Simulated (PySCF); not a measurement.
Adding and removing an electron: CaHg

RHF-CCSD; PySCF, scalar-relativistic core potentials, basis sets Ca def2-SVP, Hg def2-SVP with ECP60. Neutral (RHF): singlet (closed shell), Re = 4.343 Å, ωe = 26.7 cm⁻¹, De = 0.04 eV.

CaHg⁺ (UHF): doublet (σ ↑), Re = 3.394 Å, ωe = 86.3 cm⁻¹, De = 0.35 eV to Ca⁺ + Hg. The energies at the minima are -829.69250 hartree for CaHg and -829.48595 for CaHg⁺.

Work out the adiabatic ionisation energy, without and with harmonic zero-point energies (1 hartree = 27.2114 eV, 1 eV = 8065.5 cm⁻¹), and the change of the bond length.

At CCSD: 0.20655 hartree = 5.621 eV between the minima; the zero-point term (86.3 − 26.7)/2 cm⁻¹ = +0.004 eV makes it 5.624 eV. Re changes by -94.9 pm against the neutral. The electron leaves a σ orbital, and the shorter bond of the ion fits an antibonding orbital, or a change in how ionic the bond is.

Correlated steps freeze 5 core orbitals. Weak bonds: CaHg, CaHg⁺. Basis-set superposition, not corrected here, can be much of De in a small basis, most of all at correlated wavefunction levels. Spin–orbit coupling is left out. For an ion De counts to the pair picked by the measured ionisation energies or electron affinities, which need not be the lowest pair at this level. States were picked by a PBE0 search and need not be the measured ground states.

Neutral and ion stand on different kinds of reference determinant, which adds to the error of the difference.
